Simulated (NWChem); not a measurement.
Program: NWChem. System: C₂H₅S, charge 0, spin multiplicity 2, at a geometry optimised with UB3LYP/def2-SVP. The structure started from a generated list of species. Its SCF solution wasn't tested for a lower state. Level: UPBE/def2-TZVP.

Input file:

```
start mol
memory heap 200 mb stack 900 mb global 1100 mb
geometry units angstroms nocenter noautoz noautosym
  C      1.441230     0.045045    -0.310099
  S     -0.014913    -0.293389     0.542962
  C     -1.271706     0.392695    -0.580662
  H      2.366867    -0.311340     0.144585
  H      1.468678     0.797272    -1.101546
  H     -1.110359     1.470422    -0.734236
  H     -1.254323    -0.129061    -1.548834
  H     -2.249396     0.240494    -0.102794
end
basis spherical
  * library def2-tzvp
end
dft
  xc xpbe96 cpbe96
  odft
  mult 2
  semidirect memsize 60000000 filesize 0
  iterations 100
end
task dft energy
```

Part of the output:

```
             Northwest Computational Chemistry Package (NWChem) 7.3.0
             --------------------------------------------------------

                                NWChem Input Module
                                -------------------

 Scaling coordinates for geometry "geometry" by  1.889725989
 (inverse scale =  0.529177249)

                             Geometry "geometry" -> ""
                             -------------------------

 Output coordinates in angstroms (scale by  1.889725989 to convert to a.u.)

  No.       Tag          Charge          X              Y              Z
 ---- ---------------- ---------- -------------- -------------- --------------
    1 C                    6.0000     1.44123000     0.04504500    -0.31009900
    2 S                   16.0000    -0.01491300    -0.29338900     0.54296200
    3 C                    6.0000    -1.27170600     0.39269500    -0.58066200
    4 H                    1.0000     2.36686700    -0.31134000     0.14458500
    5 H                    1.0000     1.46867800     0.79727200    -1.10154600
    6 H                    1.0000    -1.11035900     1.47042200    -0.73423600
    7 H                    1.0000    -1.25432300    -0.12906100    -1.54883400
    8 H                    1.0000    -2.24939600     0.24049400    -0.10279400

 Effective nuclear repulsion energy (a.u.)     103.2907222285

            Nuclear Dipole moment (a.u.)
            ----------------------------
        X                 Y               Z
 ---------------- ---------------- ----------------
     0.0000056692     0.0000056692     0.0000018897


 Summary of "ao basis" -> "" (spherical)
 ------------------------------------------------------------------------------
       Tag                 Description            Shells   Functions and Types
 ---------------- ------------------------------  ------  ---------------------
 *                         def2-tzvp                  on all atoms

  pbe96 is a nonlocal functional; adding pw91lda local functional.

                                 NWChem DFT Module
                                 -----------------
[...]
   alpha     31     32     33     34     35     36     37     38     39     40
    beta     31     32     33     34     35     36     37     38     39     40
 overlap   0.968  0.976  0.998  0.986  0.941  0.792  0.783  0.947  0.968  0.972

   alpha     41     42     43     44     45     46     47     48     49     50
    beta     41     42     43     44     45     46     47     48     49     50
 overlap   0.958  0.994  0.993  0.993  0.994  0.998  0.995  0.990  0.996  0.989

   alpha     51     52     53     54     55     56     57     58     59     60
    beta     51     52     53     54     56     55     57     58     60     59
 overlap   0.978  0.986  0.976  0.991  0.759  0.771  0.988  0.872  0.760  0.900

   alpha     61     62     63     64     65     66     67     68     69     70
    beta     61     62     63     64     65     66     67     68     69     70
 overlap   0.948  0.976  0.976  0.981  0.988  0.991  0.993  0.985  0.985  0.997

   alpha     71     72     73     74     75     76     77     78     79     80
    beta     71     72     73     74     75     76     77     78     79     80
 overlap   0.993  0.992  0.994  0.998  0.870  0.811  0.786  0.997  0.991  0.980

   alpha     81     82     83     84     85     86     87     88     89     90
    beta     81     82     83     84     85     86     87     88     89     91
 overlap   0.986  0.999  0.985  0.985  0.999  0.996  0.998  0.998  0.997  0.750

   alpha     91     92     93     94     95     96     97     98     99    100
    beta     90     92     93     94     95     96     97     98     99    100
 overlap   0.761  0.989  0.996  0.999  0.991  0.980  0.986  0.995  0.915  0.911

   alpha    101    102    103    104    105    106    107    108    109    110
    beta    101    103    102    104    105    106    108    107    109    110
 overlap   0.850  0.859  0.938  0.988  0.997  0.989  0.966  0.981  0.964  0.979

   alpha    111    112    113    114    115    116    117    118    119    120
    beta    112    111    113    114    115    116    117    118    119    120
 overlap   0.709  0.719  0.960  0.973  1.000  0.992  0.993  0.999  1.000  1.000

   alpha    121    122    123    124    125    126    127    128    129
    beta    121    122    123    124    125    126    127    128    129
 overlap   1.000  1.000  1.000  1.000  1.000  1.000  1.000  1.000  1.000

     --------------------------
     Expectation value of S2:
     --------------------------
      <S2> =      0.7539 (Exact =     0.7500)

 center of mass
 --------------
 x =   0.02393823 y =  -0.06329130 z =   0.10225892

 moments of inertia (a.u.)
 ------------------
          93.609884098014          23.704669917728         -17.585408577469
          23.704669917728         281.184669695526          34.740944493166
         -17.585408577469          34.740944493166         241.504499475246

     Multipole analysis of the density
     ---------------------------------

     L   x y z        total         alpha         beta         nuclear
     -   - - -        -----         -----         ----         -------
     0   0 0 0     -0.000000    -17.000000    -16.000000     33.000000

     1   1 0 0     -0.352062     -1.072712      0.720644      0.000006
     1   0 1 0      0.292341      0.214265      0.078071      0.000006
     1   0 0 1     -0.311422     -0.034886     -0.276539      0.000002

     2   2 0 0    -18.094706    -79.867860    -73.194931    134.968086
     2   1 1 0     -0.316405      7.111147      7.265849    -14.693402
     2   1 0 1      0.625723     -4.771853     -6.505190     11.902765
     2   0 2 0    -20.841439    -20.885475    -18.825020     18.869055
     2   0 1 1     -0.963985      9.607943     10.241824    -20.813752
     2   0 0 2    -20.500264    -32.048160    -29.518510     41.066406

 Task  times  cpu:       17.4s     wall:       17.4s

 Total times  cpu:       17.5s     wall:       17.5s
```
